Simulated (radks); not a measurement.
Excited configurations of the ytterbium ion Yb11+: one electron is placed in a higher orbital outside [Kr] 4d10 4f10 5s2. The ground configuration is [Kr] 4d10 4f11 5s2. Method: Dirac Kohn-Sham, PBE, spin-unpolarised, spherical densities, finite nucleus; open shells fill j = l - 1/2 first; Fermi nuclear charge, rms radius 5.3108 fm; computed with a radial shooting solver on a logarithmic mesh with Libxc functionals. Excitation = E - E(ground); binding = E(ion) - E, where the ion is the core of charge +12; n* = 12/sqrt(2 binding) in atomic units. These energies are relativistic, and a one-electron ion of charge +12 with no core already has n* below n in this formula (Dirac formula, point nucleus: 5f5/2 4.999, 6s1/2 5.997, 6p1/2 5.997, 6d3/2 5.999, 7s1/2 6.997). The quantum defect is therefore taken as that value minus n*, so that it holds no relativistic shift of the bare ion.

outer orbital  excitation (eV)  binding (eV)  quantum defect  <r> (bohr)
5f5/2                   104.15        112.90           0.834       1.681
6s1/2                   86.084        130.97           2.129       1.912
6p1/2                   97.957        119.09           1.941       2.028
6d3/2                   121.03        96.024           1.482       2.366
7s1/2                   134.43        82.619           2.127       3.011

The Delta-SCF ionisation energy is 217.05 eV (NIST Atomic Spectra Database: 244 eV, theoretical). Self-interaction in the functional shifts the binding energies and quantum defects, so they are the method's values and not measured ones. Spin polarisation and multiplet splitting are left out, so open shells lie too high by an amount that depends on their filling.

Beside tabulated values, note that spin-unpolarised runs miss the spin-polarisation part of the exchange energy of open shells.
